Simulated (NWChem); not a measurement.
# hydrogen bromide (HBr); SMILES Br

Results from NWChem. Geometry: optimised at PBE0/def2-SVP. Total energies compare along this basis series because the functional is fixed.

```tsv
level	basis functions	energy (Ha)	highest occupied level (eV)	orbital gap (eV)	dipole (D)
PBE0/pcseg-1	32	-2574.1573	-8.66	8.64	1.10
PBE0/aug-pcseg-1	45	-2574.1607	[?]	[?]	[?]
PBE0/pcseg-2	57	-2574.5014	-8.77	8.48	0.98
PBE0/STO-3G	19	-2546.3643	-5.68	11.22	1.29
PBE0/def2-SVP	37	-2574.1445	-8.53	8.67	1.08
```

**Question.** What belongs in the gaps?

**Answer.** 
- PBE0/aug-pcseg-1, highest occupied level (eV): -8.84
- PBE0/aug-pcseg-1, orbital gap (eV): 8.15
- PBE0/aug-pcseg-1, dipole (D): 0.93
